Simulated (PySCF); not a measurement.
B3LYP has the VWN-RPA correlation part, as in Gaussian. Delta-SCF ions had no search for a lower state. Excitations are Tamm–Dancoff values on a coarser integration grid. The basis has no diffuse functions, so Rydberg states are missing or too high.

C$_{5}$H$_{5}$NSi, SMILES `N#CC1=C[SiH2]C=C1` (charge 0, multiplicity 1)

Computed with B3LYP-D3(BJ)/def2-TZVP // B3LYP-D3(BJ)/def2-SVP (PySCF).

```yaml
HOMO: -7.27 eV
dipole_moment: 4.02 D
HOMO–LUMO gap: 4.52 eV
LUMO: -2.75 eV
S1 excitation (TDA): 4.34 eV
S1 oscillator strength: 0.056
brightest of the four lowest singlets (TDA): 5.52 eV
T1 excitation (TDA): 2.48 eV
S1–T1 gap (TDA): 1.86 eV
vertical ionisation energy (Delta-SCF): 9.29 eV
total_energy: -537.8750 Ha
cost: very roughly 4 core-minutes
```

```xyz
12

N      3.5764     0.1510    -0.2278
C      2.4216     0.0664    -0.1410
C      0.9922    -0.0176    -0.0413
C      0.3340    -1.1229     0.3981
Si    -1.5070    -0.7238     0.3395
C     -1.1820     1.0076    -0.3148
C      0.1535     1.1566    -0.4341
H      0.8647    -2.0249     0.7053
H     -2.1568    -0.7622     1.6801
H     -2.2662    -1.6017    -0.5953
H     -1.8781     1.8067    -0.5760
H      0.6476     2.0647    -0.7929
```
Charge 0, spin multiplicity 1.
